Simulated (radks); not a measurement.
Problem. Coulomb parameter of the 4f shell of neutral samarium in the model configuration [Xe] 4f5 6s2 6p1, as a second difference U = [E(n + 0.5) + E(n - 0.5) - 2 E(n)] / (0.5)^2 with all orbitals relaxed. "Bare": the charge of the atom changes with n. "Screened": the 6p shell takes up the change at fixed total charge, which measures U(4f,4f) + U(6p,6p) - 2 U(4f,6p). Method: scalar-relativistic Kohn-Sham, PBE, spin-unpolarised, spherical densities, point nucleus; computed with a radial shooting solver on a logarithmic mesh with Libxc functionals. Estimate both.

Solution. U(bare) = 14.208 eV, U(screened by 6p) = 8.637 eV, against the Slater integral F0(4f,4f) = 27.720 eV with frozen orbitals. The step up makes a negative ion, whose loosely bound charge lowers the bare value.
